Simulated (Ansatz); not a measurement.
Two isomers of C2H5NSi: A = `N#CC[SiH3]`, B = `C1=N[SiH2]C1`.

Isolated molecules relaxed with PBE0-D4/def2-TZVP in Ansatz; ΔE leaves out vibrations. CCSD(T)/CBS is the MP2 limit (def2-TZVPP, def2-QZVPP) plus CCSD(T) − MP2 in def2-TZVPP, frozen cores. Functionals use def2-TZVPP. B3LYP here is the variant with VWN-RPA as its local correlation; programs differ in this.

(1) Which is lower in electronic energy at CCSD(T)/CBS, and by how much? (Best estimate.)

(2) Give E(B) − E(A) in kJ/mol with PBE-D4, B2PLYP, r2SCAN-D4, MP2/def2-TZVPP, B3LYP, HF/def2-TZVPP, LDA (SPW92). (Estimate.)

(3) Does the order hold for the free energy at 298.15 K (harmonic terms from PBE0-D4)? (An estimate is asked.)

Largest T1 diagnostic: 0.013.

Results:

(1) The calculation gave: A, by 37.7 kJ/mol.

(2) Ansatz gave: PBE-D4 27.0, B2PLYP 48.7, r2SCAN-D4 31.1, MP2/def2-TZVPP 47.2, B3LYP 46.5, HF/def2-TZVPP 61.1, LDA (SPW92) 2.8. None reverses the order clearly.

(3) Ansatz gave: Yes: G(B) − G(A) = +50.5 kJ/mol.

At CCSD(T), def2-SVP lies +26.9 kJ/mol from the extrapolated value and def2-TZVPP +7.1 kJ/mol. From r2SCAN to r2SCAN0 (25 % exact exchange), in def2-TZVPP and without D4, E(B) − E(A) moves by −5.3 kJ/mol.
